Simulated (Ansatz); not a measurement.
`C=C[CH2][GeH3]` and `C=CCCO` differ in one atom or group.

Ansatz, PBE0-D4/def2-TZVP geometries, multiplicity 1. Each molecule was computed in one conformer, which needn't be the lowest.

Scalar relativity is left out up to krypton.

```
                                          property  `C=C[CH2][GeH3]`
                LUMO energy (PBE0/def2-TZVPP) / eV              0.11
             LUMO energy (ωB97M-V/def2-TZVPP) / eV              2.13
                 LUMO energy (PBE/def2-TZVPP) / eV             -0.88
                HOMO energy (PBE0/def2-TZVPP) / eV             -7.10
size of the dipole moment (ωB97M-V/def2-TZVPP) / D              0.48
               HOMO–LUMO gap (PBE/def2-TZVPP) / eV              5.16
```

Q: What does the change do to each property? (Estimate.)

A: Computed: 
| property | `C=CCCO` | shift |
| --- | --- | --- |
| LUMO energy (PBE0/def2-TZVPP) / eV | 0.02 | -0.09 |
| LUMO energy (ωB97M-V/def2-TZVPP) / eV | 2.10 | -0.03 |
| LUMO energy (PBE/def2-TZVPP) / eV | -1.01 | -0.13 |
| HOMO energy (PBE0/def2-TZVPP) / eV | -7.66 | -0.56 |
| size of the dipole moment (ωB97M-V/def2-TZVPP) / D | 1.76 | 1.28 |
| HOMO–LUMO gap (PBE/def2-TZVPP) / eV | 5.09 | -0.07 |

With PBE0 the HOMO falls by 0.56 eV and the LUMO falls by 0.09 eV, so the gap widens by about 0.47 eV. PBE moves the HOMO by -0.07 eV and ωB97M-V by -0.69 eV. Dipoles are sizes alone; their direction can turn.
